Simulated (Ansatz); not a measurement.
Total energies of `[AlH2][SiH]([SiH3])CCl`.

```xyz
13

Al    0.911   -0.948   -1.914
Si   -0.642   -0.234   -0.146
Si   -1.053    1.985    0.463
C     0.532   -1.021    1.169
Cl    1.578   -2.184    0.228
H     2.187   -0.032   -2.163
H     0.535   -2.110   -2.928
H    -1.929   -0.988   -0.043
H    -1.922    2.637   -0.555
H     0.234    2.730    0.532
H    -1.722    2.095    1.789
H     1.230   -0.315    1.618
H     0.060   -1.614    1.950
```

Total charge 0; spin multiplicity 1. Geometry: relaxed with PBE0-D4/def2-TZVP. It is one conformer, not always the lowest. Basis def2-TZVPP, Ansatz 0.2.0.

RPA on PBE orbitals: Hartree–Fock energy of these orbitals -1321.77312 Eh, correlation -1.29268 Eh (frozen core).

```tsv
functional	energy without D4 (Eh)	D4 term (kJ/mol)
LDA (SPW92)	-1319.28612	–
PBE	-1323.87922	-35.6
revPBE	-1324.30050	-91.6
BLYP	-1324.52478	-75.4
r2SCAN	-1324.43323	-8.8
B97M-V	-1324.25422	–
PBE0	-1324.00941	-30.7
B3LYP	-1324.65683	-57.8
r2SCANh	-1324.42564	-9.6
r2SCAN0	-1324.41554	-10.7
HSE06 (plane-wave form)	-1323.97917	-29.1
BHLYP	-1324.54198	-49.7
CAM-B3LYP	-1324.57012	-32.0
LC-ωPBE	-1324.15774	–
ωB97X-V	-1324.36447	–
ωB97M-V	-1324.44820	–
B2PLYP	-1324.03410	–
PBE-QIDH	-1323.66016	–
```

B3LYP takes the VWN-RPA correlation (the form of Gaussian; ORCA's B3LYP/G). HSE06 is the plane-wave form, built on full-range PBE exchange. The double hybrids freeze the cores in their second-order part.

LC-ωPBE has ω = 0.4 bohr⁻¹.
